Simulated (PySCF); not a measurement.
BrZn (SMILES [Zn+][Br]), charge +1, singlet, geometry from GFN2-xTB (such geometries of metal compounds can be far from the true shape); B3LYP/6-31G* run with PySCF.

The PySCF input:
```python
from pyscf import gto, scf, dft

mol = gto.Mole()
mol.atom = '''
    Zn   -0.00000000   -0.00000000   -1.16683428
    Br    0.00000000    0.00000000    1.00014367
'''
mol.basis = '6-31g*'
mol.charge = 1
mol.verbose = 4
mol.build()

mf = dft.RKS(mol)
mf.xc = 'b3lyp'
mf.init_guess = 'sap'
mf.kernel()
```

It wrote (shortened):

```
PySCF version 2.14.0

[INPUT] verbose = 4
[INPUT] num. atoms = 2
[INPUT] num. electrons = 64
[INPUT] charge = 1
[INPUT] spin (= nelec alpha-beta = 2S) = 0
[INPUT] symmetry False subgroup None
[INPUT] Mole.unit = angstrom
[INPUT] Symbol           X                Y                Z      unit          X                Y                Z       unit  Magmom
[INPUT]  1 Zn     0.000000000000   0.000000000000  -1.166834280000 AA    0.000000000000   0.000000000000  -2.204997221954 Bohr   0.0
[INPUT]  2 Br     0.000000000000   0.000000000000   1.000143670000 AA    0.000000000000   0.000000000000   1.889997621517 Bohr   0.0

nuclear repulsion = 256.410579289005
number of shells = 24
number of NR pGTOs = 192
number of NR cGTOs = 66
basis = 6-31g*
ecp = {}

******** <class 'pyscf.dft.rks.RKS'> ********
method = RKS
initial guess = sap
damping factor = 0
level_shift factor = 0
DIIS = <class 'pyscf.scf.diis.CDIIS'>
diis_start_cycle = 1
diis_space = 8
diis_damp = 0
SCF conv_tol = 1e-09
SCF conv_tol_grad = None
SCF max_cycles = 50
direct_scf = True
direct_scf_tol = 1e-13
XC library pyscf.dft.libxc version 7.1.2
    S. Lehtola, C. Steigemann, M. J. T. Oliveira, and M. A. L. Marques,  SoftwareX 7, 1–5 (2018)
XC functionals = b3lyp
    P. J. Stephens, F. J. Devlin, C. F. Chabalowski, and M. J. Frisch,  J. Phys. Chem. 98, 11623 (1994)
radial grids:
    Treutler-Ahlrichs [JCP 102, 346 (1995); DOI:10.1063/1.469408] (M4) radial grids

becke partition: Becke, JCP 88, 2547 (1988); DOI:10.1063/1.454033
pruning grids: <function nwchem_prune>
grids dens level: 3
symmetrized grids: False
atomic radii adjust function: <function treutler_atomic_radii_adjust>
small_rho_cutoff = 0
Set gradient conv threshold to 3.16228e-05
Initial guess from superposition of atomic potentials (doi:10.1021/acs.jctc.8b01089)
This is the Gaussian fit version as described in doi:10.1063/5.0004046.
Found SAP basis sapgrasplarge

WARN: SAP basis coefficients must be equal or closeto total electronic charge: -65.00000000000001 !≃ 64
Check fails with value 1.0000000000000142

  HOMO = -0.297498367734798  LUMO = -0.168843733375882  gap/eV = 3.50087
tot grids = 41064
init E= -4352.49848083151
  HOMO = -0.471137323556014  LUMO = -0.446629873811539  gap/eV = 0.66688
cycle= 1 E= -4352.41752064298  delta_E= 0.081  |g|= 1.48  |ddm|= 1.58
  HOMO = -0.386229775088363  LUMO = -0.333345870423057  gap/eV = 1.43904
cycle= 2 E= -4351.89447079995  delta_E= 0.523  |g|= 2.66  |ddm|= 2.27
  HOMO = -0.544715653554507  LUMO = -0.407550144201368  gap/eV = 3.73246
cycle= 3 E= -4352.67734627855  delta_E= -0.783  |g|= 0.223  |ddm|= 1.54
  HOMO = -0.500697082994505  LUMO = -0.405018672411834  gap/eV = 2.60354
cycle= 4 E= -4352.68180392737  delta_E= -0.00446  |g|= 0.0777  |ddm|= 0.299
  HOMO = -0.523388393835661  LUMO = -0.400777781440264  gap/eV = 3.33640
cycle= 5 E= -4352.68288473587  delta_E= -0.00108  |g|= 0.0725  |ddm|= 0.251
  HOMO = -0.512834079163397  LUMO = -0.401448655861365  gap/eV = 3.03095
cycle= 6 E= -4352.68461643059  delta_E= -0.00173  |g|= 0.0017  |ddm|= 0.106
  HOMO = -0.512565644400066  LUMO = -0.401430095970549  gap/eV = 3.02415
cycle= 7 E= -4352.68461760562  delta_E= -1.18e-06  |g|= 0.000715  |ddm|= 0.00317
  HOMO = -0.512583953489389  LUMO = -0.401486592690413  gap/eV = 3.02311
cycle= 8 E= -4352.68461777647  delta_E= -1.71e-07  |g|= 0.000159  |ddm|= 0.00102
  HOMO = -0.512578255446425  LUMO = -0.401476513450625  gap/eV = 3.02323
cycle= 9 E= -4352.68461778451  delta_E= -8.04e-09  |g|= 1.67e-05  |ddm|= 0.000295
  HOMO = -0.512575388735563  LUMO = -0.401475408625902  gap/eV = 3.02318
cycle= 10 E= -4352.68461778462  delta_E= -1.05e-10  |g|= 1.68e-06  |ddm|= 2.83e-05
  HOMO = -0.512574977237347  LUMO = -0.401476055892632  gap/eV = 3.02316
Extra cycle  E= -4352.68461778461  delta_E= 5.46e-12  |g|= 2.49e-06  |ddm|= 7.02e-06
converged SCF energy = -4352.68461778461
```
